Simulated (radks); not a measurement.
Results of a calculation; reference values are marked as such.
Question: Spherical jellium clusters: N electrons in a uniform positive sphere of charge N and radius rs N^(1/3), rs = 3.9 bohr. Level of theory: non-relativistic Kohn-Sham, LDA (Slater exchange, Perdew-Wang correlation), spin-polarised, spherical densities (a radial shooting solver with Libxc functionals). Levels are named by radial order and angular momentum (1s, 1p, 1d, 2s, ...), and open shells are averaged over m. At N = 14 the configuration is 1s2 1p6 1d(up 5, down 1). The background grows by one charge. Does electron 15 go into 1d down or 2s up or 2s down?

Answer: Into 1d down. The total energies of the other choices lie higher by 0.155 eV (2s up), 0.339 eV (2s down).
